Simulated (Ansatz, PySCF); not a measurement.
Gas-phase reaction in SMILES: NC1CCCC1 -> N[C]1CCCC1 + H atom (the C-H bond at the site shown breaks; other sites are not compared here)
Geometries: B3LYP-D3(BJ)/def2-TZVP minima from Ansatz (a program for electronic structure), one conformer each, not searched for the lowest. Frequencies are from Ansatz or PySCF.

Wanted: bond dissociation energy (enthalpy at 298 K, with B3LYP-D3(BJ) rigid-rotor harmonic-oscillator terms), in kJ/mol. Cores are frozen in the correlated levels unless marked. Open shells are spin-unrestricted. Spin-orbit coupling is left out. Non-relativistic. CBS marks a two-point X^-3 extrapolation of the correlation energy; Hartree-Fock from the larger set. The bracket is a focal-point correction in the basis named.

```tsv
level	program	bond dissociation energy (kJ/mol)	minus last row
revPBE-D3(BJ)/def2-TZVPD	Ansatz + dftd3	341.9	-38.3
revPBE-D4/def2-TZVPD	Ansatz + dftd4	343.1	-37.1
r2SCAN-D4/def2-TZVPD	Ansatz + dftd4	345.1	-35.1
PBE0-D3(BJ)/def2-TZVP	Ansatz + dftd3	350.7	-29.5
PBE0-D3(BJ)/def2-TZVPD	Ansatz + dftd3	350.1	-30.1
BHLYP-D3(BJ)/def2-TZVPD	Ansatz + dftd3	358.4	-21.8
r2SCANh-D4/def2-TZVPD	Ansatz + dftd4	346.2	-34.0
r2SCAN0/def2-TZVPD	Ansatz	347.2	-33.0
HSE06-D3(BJ)/def2-TZVPD	Ansatz + dftd3	349.5	-30.7
wB97M-V/def2-TZVPD	Ansatz	369.4	-10.8
SCS-MP2/STO-3G	Ansatz	442.3	62.1
CCSD/cc-pVDZ	Ansatz	360.7	-19.5
CCSD(T)/STO-3G	Ansatz	440.2	60.0
CCSD(T)/cc-pVTZ	Ansatz	375.0	-5.2
RI-MP2/CBS(cc-pVTZ,cc-pVQZ)+[CCSD(T)-MP2]/cc-pVTZ	Ansatz	380.2	0.0
```
